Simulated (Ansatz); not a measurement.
Reaction (formal exchange of groups at a Ga–Sn bond): `[F][Ga]([Br])[SnH3]` + `FCC1=CC1` → `[F][Ga]([F])[Br]` + `[SnH3][CH2]C1=CC1`

Isolated molecules relaxed with PBE0-D4/def2-TZVP in Ansatz; ΔE leaves out vibrations. CCSD(T)/CBS adds triple-zeta CCSD(T) − MP2 to the extrapolated MP2 energy (def2 sets, frozen cores). def2 core potentials past Kr. For Br, Ga, Sn outer-core shells are correlated without core-valence functions, which leaves a few kJ/mol of doubt a bond. Scalar relativity is left out up to krypton. One conformer a species, not always the lowest.

```csv
species,SCS-MP2/def2-QZVPP energy (Eh)
`[F][Ga]([Br])[SnH3]`,-4812.16241
`FCC1=CC1`,-254.78298
`[F][Ga]([F])[Br]`,-4696.36235
`[SnH3][CH2]C1=CC1`,-370.61745
```

Task: Work out ΔE.

Result: ΔE = (-4696.36235) + (-370.61745) − (-4812.16241) − (-254.78298) = -0.03441 Eh = -90.3 kJ/mol. CCSD(T)/CBS gives -76.3 kJ/mol.

Largest T1 diagnostic among the species: 0.013.

In def2-TZVPP, CCSD(T) changes the Hartree–Fock value by −16.6 kJ/mol (the triples alone add −2.7 kJ/mol) and MP2 by −31.6 kJ/mol. From PBE to PBE0 (25 % exact exchange), in def2-TZVPP and without D4, ΔE moves by −3.9 kJ/mol. The D4 term adds −5.7 kJ/mol with B3LYP and −3.1 kJ/mol with PBE0; it sums over pairs of atoms, weighted by their polarisabilities, and B3LYP, whose exchange is more repulsive, gets the larger term.

B3LYP here is the variant with VWN-RPA as its local correlation; programs differ in this.
